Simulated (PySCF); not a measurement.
Species: [MoO(H2O)Cl4]- (charge -1 and doublet state).
Bonds: Mo1–O2, Mo1–O3, Mo1–Cl6, Mo1–Cl7, Mo1–Cl8, Mo1–Cl9. Hydrogens: H4, H5 on O3.

Level of theory: PySCF 2.14.0, PBE0-D3(BJ)/def2-SVP geometry optimisation, gas phase, def2 core potentials past Kr.

**Question.** Give the optimised bond lengths and angles.

**Answer.** 
```tsv
bond	length (Å)
Mo1–O2	1.643
Mo1–O3	2.485
Mo1–Cl6, Mo1–Cl9	2.428
Mo1–Cl7, Mo1–Cl8	2.355
O3–H4, O3–H5	0.974
```

Bonds in one row agree within 0.01 Å and their mean is given. A selection of angles:
```tsv
angle	degrees
O2–Mo1–O3	170.6
O2–Mo1–Cl6	99.1
O2–Mo1–Cl7	102.3
O3–Mo1–Cl6	74.0
O3–Mo1–Cl7	84.5
Cl6–Mo1–Cl7	158.5
Cl6–Mo1–Cl8	88.0
Cl7–Mo1–Cl8	88.9
Mo1–O3–H4	90.3
H4–O3–H5	103.0
```

The 2 Mo–O bonds span 1.643 Å (Mo1–O2) to 2.485 Å (Mo1–O3), a spread of 0.842 Å. O3 (oxygen bonded to Mo and 2 H) is pyramidal (angles 103.0°, 90.3° and 90.1°, sum 283.3°, 0.59 Å off the plane of its three neighbours). Mo1 (molybdenum bonded to 4 Cl and 2 O) is distorted octahedral (the three widest angles are 170.6°, 158.5° and 158.0°, the others run from 74.0° to 102.4°). The 4 Cl–Mo bonds span 2.355 Å (Mo1–Cl8) to 2.430 Å (Mo1–Cl6), a spread of 0.075 Å.

Point group: Cs (every atom within 0.08 Å of its image). No PBE0-D3(BJ)/def2-SVP frequencies stand behind this structure, so it isn't proved a minimum. ⟨S²⟩ = 0.758 (exact for a doublet: 0.75).

Hardware: an Arm Neoverse V1 with one thread, no GPU, shared host. Cost: 4.1 min. This is the geometry optimisation.

Caution for open-shell metal species: one SCF solution and one stationary point were followed, and a lower state or a bent or distorted shape isn't ruled out.
